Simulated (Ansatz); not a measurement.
Relaxation of Na4H5⁻ with RKS PBE-D4/def2-SVPD.

```sh
$ ansatz run in.yaml --threads 4 --pin off --events-out ev --progress --plain --max-ram 3916MiB
```

```yaml
crystal:
  periodic: [false, false, false]
  atoms:
    - {symbol: Na, position_ang: [-1.656140, -0.499290, 1.658270]}
    - {symbol: Na, position_ang: [0.244720, 1.613450, 0.623310]}
    - {symbol: Na, position_ang: [1.016200, 0.550510, -2.113480]}
    - {symbol: Na, position_ang: [0.494600, -1.671570, -0.106690]}
    - {symbol: H, position_ang: [1.372390, -0.127060, 1.041150]}
    - {symbol: H, position_ang: [0.875380, -1.392440, -2.166740]}
    - {symbol: H, position_ang: [-1.601990, 1.458770, 1.611740]}
    - {symbol: H, position_ang: [0.579930, 2.290930, -1.340610]}
    - {symbol: H, position_ang: [-1.325100, -2.223300, 0.793060]}
basis:
  gaussian: {orbitals: def2-SVPD}
total_charge: -1
hamiltonian: {xc: pbe, dispersion: d4}
scf: {lower_state_search: "off"}
output: {orbitals: {seedname: orbitals}}
relax: {f_tol: 0.02, max_steps: 100}
```

Hardware: 4 threads of Intel Xeon on a shared host. Wall time 37 s.

Positions (Å) and forces (eV/Å) at steps 1, 2, 3, 4, 5, 6, 7, 8, 9, 10, 11, 12, 13, 14, 16 of 16:

```xyz
9
step=1 energy=-17726.4403 eV
Na   -1.656   -0.499    1.658   -0.152   -0.064    0.284
Na    0.245    1.613    0.623    0.050    0.410    0.153
Na    1.016    0.551   -2.113    0.202    0.091   -0.275
Na    0.495   -1.672   -0.107    0.118   -0.422   -0.051
H     1.372   -0.127    1.041   -0.026    0.000   -0.015
H     0.875   -1.392   -2.167    0.036   -0.361   -0.157
H    -1.602    1.459    1.612   -0.140    0.352    0.122
H     0.580    2.291   -1.341   -0.014    0.384   -0.010
H    -1.325   -2.223    0.793   -0.074   -0.391   -0.051
9
step=2 energy=-17726.6988 eV
Na   -1.685   -0.519    1.739    0.143    0.030   -0.078
Na    0.257    1.797    0.688   -0.052   -0.004   -0.037
Na    1.085    0.572   -2.184   -0.013   -0.029    0.139
Na    0.537   -1.861   -0.129   -0.051    0.011   -0.037
H     1.304   -0.122    0.992   -0.097    0.007   -0.059
H     0.914   -1.475   -2.237    0.070   -0.051   -0.065
H    -1.657    1.545    1.685   -0.039    0.042    0.104
H     0.607    2.400   -1.372    0.064    0.079   -0.038
H    -1.361   -2.338    0.819   -0.025   -0.087    0.072
9
step=3 energy=-17726.8063 eV
Na   -1.566   -0.503    1.712    0.138    0.020   -0.037
Na    0.185    1.869    0.658   -0.045    0.057   -0.017
Na    1.112    0.540   -2.033    0.032   -0.024    0.130
Na    0.478   -1.923   -0.189   -0.036   -0.050   -0.042
H     1.161   -0.101    0.853   -0.123    0.009   -0.080
H     0.979   -1.519   -2.268    0.036   -0.030   -0.039
H    -1.661    1.577    1.768   -0.021    0.023    0.063
H     0.667    2.461   -1.380    0.032    0.046   -0.023
H    -1.356   -2.401    0.879   -0.013   -0.050    0.045
9
step=4 energy=-17726.9003 eV
Na   -1.429   -0.490    1.698    0.101    0.018   -0.043
Na    0.136    1.950    0.643   -0.088    0.080   -0.033
Na    1.165    0.510   -1.883    0.004   -0.022    0.104
Na    0.441   -1.996   -0.239   -0.076   -0.071   -0.066
H     1.006   -0.086    0.735   -0.084    0.010   -0.073
H     1.009   -1.548   -2.294    0.051   -0.012    0.004
H    -1.665    1.600    1.818    0.019    0.013    0.054
H     0.692    2.502   -1.390    0.050    0.015    0.010
H    -1.354   -2.443    0.914    0.024   -0.032    0.043
9
step=5 energy=-17726.9697 eV
Na   -1.329   -0.475    1.666   -0.211   -0.083    0.300
Na    0.039    2.038    0.602   -0.048    0.125    0.025
Na    1.176    0.486   -1.771    0.329    0.146   -0.537
Na    0.357   -2.071   -0.317   -0.028   -0.129   -0.031
H     0.863   -0.068    0.604    0.042   -0.060    0.285
H     1.094   -1.577   -2.300   -0.009   -0.448   -0.106
H    -1.645    1.621    1.909   -0.017    0.234    0.037
H     0.773    2.543   -1.381   -0.078    0.444    0.093
H    -1.328   -2.497    0.988    0.019   -0.228   -0.066
9
step=6 energy=-17727.0511 eV
Na   -1.280   -0.489    1.748    0.089    0.008   -0.011
Na   -0.113    2.121    0.513    0.028    0.005    0.035
Na    1.299    0.498   -1.781   -0.036   -0.039    0.159
Na    0.217   -2.130   -0.438    0.028   -0.019    0.032
H     0.706   -0.065    0.539   -0.086    0.035   -0.171
H     1.219   -1.700   -2.353   -0.035    0.201    0.066
H    -1.630    1.689    2.056    0.020   -0.113   -0.075
H     0.878    2.693   -1.373   -0.006   -0.213   -0.021
H    -1.296   -2.617    1.091   -0.002    0.135   -0.016
9
step=7 energy=-17727.0103 eV rejected
Na   -1.262   -0.497    1.791   -0.048   -0.005    0.050
Na   -0.079    2.100    0.535   -0.118    1.121    0.242
Na    1.330    0.501   -1.783    0.015    0.015   -0.016
Na    0.248   -2.116   -0.407    0.063   -1.214   -0.279
H     0.709   -0.061    0.524    0.408    0.051    0.257
H     1.176   -1.655   -2.338    0.337    0.295   -0.625
H    -1.644    1.658    2.002   -0.459   -0.211    0.454
H     0.842    2.641   -1.379    0.325    0.033   -0.616
H    -1.317   -2.570    1.057   -0.522   -0.086    0.534
9
step=8 energy=-17727.0717 eV
Na   -1.263   -0.492    1.765    0.078    0.019   -0.066
Na   -0.099    2.136    0.530    0.006   -0.064   -0.011
Na    1.313    0.497   -1.771   -0.080   -0.043    0.160
Na    0.234   -2.150   -0.428   -0.006    0.070    0.021
H     0.696   -0.061    0.519   -0.057    0.016   -0.124
H     1.203   -1.673   -2.350   -0.021    0.144    0.080
H    -1.640    1.672    2.036    0.043   -0.077   -0.051
H     0.866    2.666   -1.382    0.005   -0.164    0.007
H    -1.311   -2.596    1.081    0.033    0.098   -0.016
9
step=9 energy=-17727.0923 eV
Na   -1.187   -0.491    1.788   -0.162   -0.059    0.209
Na   -0.141    2.141    0.501    0.040    0.000   -0.022
Na    1.350    0.481   -1.684   -0.041   -0.013    0.049
Na    0.192   -2.146   -0.456    0.037    0.002   -0.022
H     0.770   -0.064    0.547    0.159    0.067   -0.188
H     1.157   -1.611   -2.335    0.015    0.059    0.006
H    -1.647    1.632    1.983   -0.047    0.201    0.031
H     0.831    2.598   -1.395    0.020   -0.055   -0.011
H    -1.325   -2.540    1.052   -0.022   -0.201   -0.053
9
step=10 energy=-17727.0340 eV rejected
Na   -1.274   -0.506    1.822    0.096    0.027   -0.112
Na   -0.134    2.131    0.503   -0.030    0.075    0.048
Na    1.352    0.479   -1.676    0.409    0.165   -0.624
Na    0.194   -2.143   -0.453   -0.015   -0.013    0.033
H     0.716   -0.031    0.413   -0.315   -0.248    0.685
H     1.204   -1.625   -2.345   -0.059   -0.508   -0.114
H    -1.632    1.678    2.046    0.003   -0.135    0.003
H     0.874    2.622   -1.399   -0.110    0.506    0.061
H    -1.300   -2.606    1.089    0.021    0.131    0.021
9
step=11 energy=-17727.0809 eV rejected
Na   -1.243   -0.501    1.813    0.084    0.031   -0.115
Na   -0.130    2.127    0.503    0.010    0.006   -0.007
Na    1.358    0.486   -1.705   -0.075   -0.021    0.063
Na    0.198   -2.135   -0.450    0.012    0.021   -0.001
H     0.732   -0.050    0.487   -0.089   -0.026   -0.003
H     1.187   -1.646   -2.351    0.002    0.107    0.051
H    -1.644    1.670    2.025    0.019   -0.111   -0.008
H     0.855    2.640   -1.396    0.025   -0.114   -0.010
H    -1.314   -2.591    1.073    0.012    0.108    0.032
9
step=12 energy=-17727.0945 eV
Na   -1.213   -0.494    1.793    0.049    0.025   -0.098
Na   -0.111    2.139    0.521    0.001   -0.038   -0.020
Na    1.323    0.482   -1.700   -0.041   -0.015    0.054
Na    0.220   -2.149   -0.438   -0.004    0.044    0.000
H     0.751   -0.059    0.523   -0.069   -0.004   -0.009
H     1.169   -1.613   -2.340    0.002    0.038    0.031
H    -1.653    1.649    1.991    0.031   -0.060    0.003
H     0.841    2.603   -1.399    0.010   -0.047    0.011
H    -1.327   -2.559    1.051    0.022    0.057    0.028
9
step=13 energy=-17727.0969 eV
Na   -1.226   -0.495    1.780    0.049    0.025   -0.078
Na   -0.106    2.145    0.523   -0.008   -0.014   -0.009
Na    1.316    0.482   -1.703   -0.022   -0.007    0.026
Na    0.225   -2.151   -0.435   -0.008    0.018   -0.004
H     0.721   -0.054    0.508   -0.044   -0.020    0.013
H     1.176   -1.613   -2.339    0.006    0.017    0.013
H    -1.642    1.649    2.002    0.007   -0.050    0.012
H     0.852    2.604   -1.398    0.011   -0.017   -0.001
H    -1.318   -2.568    1.062    0.009    0.048    0.028
9
step=14 energy=-17727.0978 eV
Na   -1.231   -0.493    1.767   -0.034   -0.010    0.057
Na   -0.116    2.150    0.516    0.006   -0.002    0.002
Na    1.300    0.483   -1.712    0.053    0.015   -0.044
Na    0.209   -2.151   -0.447    0.015   -0.015    0.000
H     0.682   -0.053    0.484    0.018    0.001    0.009
H     1.206   -1.619   -2.331   -0.015   -0.040   -0.018
H    -1.630    1.646    2.022   -0.015    0.055    0.006
H     0.880    2.611   -1.388   -0.020    0.043    0.006
H    -1.301   -2.575    1.089   -0.009   -0.047   -0.019
9
step=16 energy=-17727.0986 eV
Na   -1.230   -0.491    1.770    0.011    0.004   -0.010
Na   -0.115    2.146    0.516    0.000   -0.003   -0.004
Na    1.319    0.483   -1.704   -0.004   -0.001    0.004
Na    0.217   -2.152   -0.443    0.000    0.005   -0.003
H     0.691   -0.055    0.490   -0.005   -0.005    0.003
H     1.191   -1.615   -2.337    0.001    0.000    0.002
H    -1.633    1.649    2.020   -0.004   -0.001    0.005
H     0.867    2.608   -1.393    0.001    0.001    0.000
H    -1.306   -2.572    1.080   -0.001    0.002    0.003
```

The structure comes from a short search, and lower isomers may exist.
